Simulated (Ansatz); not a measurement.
`C[SiH](Cl)[NH][AlH2]`. The species carries charge 0 and has multiplicity 1. All single points use the PBE0-D4/def2-TZVP geometry. It is one conformer, not always the lowest.

```xyz
12

C     1.116    1.620   -0.672
Si    0.068    0.619    0.487
Cl   -1.336    1.921    1.289
N    -0.694   -0.710   -0.279
Al   -0.895   -2.381    0.322
H     1.570    2.465   -0.150
H     1.912    1.002   -1.095
H     0.513    2.017   -1.493
H     0.836    0.080    1.633
H    -1.149   -0.490   -1.157
H    -1.706   -3.387   -0.591
H    -0.234   -2.754    1.706
```

What is the dipole moment at PBE/def2-TZVPP? (Estimate.)

The calculation gave: 2.08 D, with components (0.86, -0.50, -1.83) D in this frame, pointing from negative to positive charge.

And with r2SCAN, B3LYP, ωB97M-V? (Estimate.)

Ansatz gave: r2SCAN 2.14 D, B3LYP 2.11 D, ωB97M-V 2.12 D.

Give the Mulliken charges with PBE, ωB97M-V, r2SCAN in def2-TZVPP. (An estimate is asked.)

Ansatz gave: 
```tsv
atom	PBE	ωB97M-V	r2SCAN
C1	-0.38	-0.45	-0.31
Si2	0.43	0.45	0.55
Cl3	-0.26	-0.25	-0.29
N4	-0.27	-0.34	-0.41
Al5	0.33	0.38	0.48
H6	0.11	0.12	0.08
H7	0.11	0.12	0.08
H8	0.10	0.12	0.07
H9	-0.07	-0.03	-0.08
H10	0.13	0.10	0.13
H11	-0.12	-0.11	-0.16
H12	-0.11	-0.11	-0.15
```

B3LYP here is the variant with VWN-RPA as its local correlation; programs differ in this.
